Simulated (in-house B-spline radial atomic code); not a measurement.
The numbers below are computed, except where a source is named.
**Work functions and surface energies across electron densities: Be, Sb, Sn, Pb, Tl, Cd, Mg, Au, Ag, Ba, Rb**

The positive ions are smeared into a uniform slab; the electrons are solved self-consistently in the LDA (PW92) on a fine grid across the film. Stabilised jellium adds, inside the slab, the constant potential −n de/dn that makes the bulk stable at the metal's density. No lattice, so no dependence on crystal face. Atomic units unless named.

Thick-film averages; measured work functions from the table in Wikipedia's article on work functions.

| metal | r_s (bohr) | Φ jellium (eV) | Φ stabilised (eV) | Φ measured (eV) | σ jellium (J/m²) | σ stabilised (J/m²) |
| --- | --- | --- | --- | --- | --- | --- |
| Be | 1.87 | 3.82 | 4.39 | 4.98 | -1.561 | 1.090 |
| Sb | 2.14 | 3.75 | 4.21 | 4.55 to 4.70 | -0.409 | 0.865 |
| Sn | 2.22 | 3.72 | 4.15 | 4.42 | -0.235 | 0.802 |
| Pb | 2.31 | 3.68 | 4.08 | 4.25 | -0.091 | 0.736 |
| Tl | 2.49 | 3.60 | 3.93 | about 3.84 | 0.086 | 0.619 |
| Cd | 2.59 | 3.56 | 3.86 | 4.08 | 0.143 | 0.562 |
| Mg | 2.65 | 3.53 | 3.81 | 3.66 | 0.167 | 0.531 |
| Au | 3.01 | 3.35 | 3.54 | 5.10 to 5.47 | 0.225 | 0.381 |
| Ag | 3.02 | 3.35 | 3.53 | 4.26 to 4.74 | 0.225 | 0.378 |
| Ba | 3.7 | 3.03 | 3.09 | 2.52 to 2.70 | 0.188 | 0.214 |
| Rb | 5.31 | 2.44 | 2.36 | 2.261 | 0.083 | 0.072 |

Where do the two models part, and which lies nearer to measurement?

They differ by +0.57 eV for Be and -0.08 eV for Rb; the stabilising potential vanishes near r_s = 4.2, where jellium is in equilibrium. Against the middle of the measured ranges the mean absolute misses are 0.72 eV (jellium) and 0.47 eV (stabilised). The largest miss of the stabilised model is -1.74 eV, for Au, a noble metal whose d shell the model lacks. Plain jellium has a negative surface energy for Be, Sb, Sn, Pb.
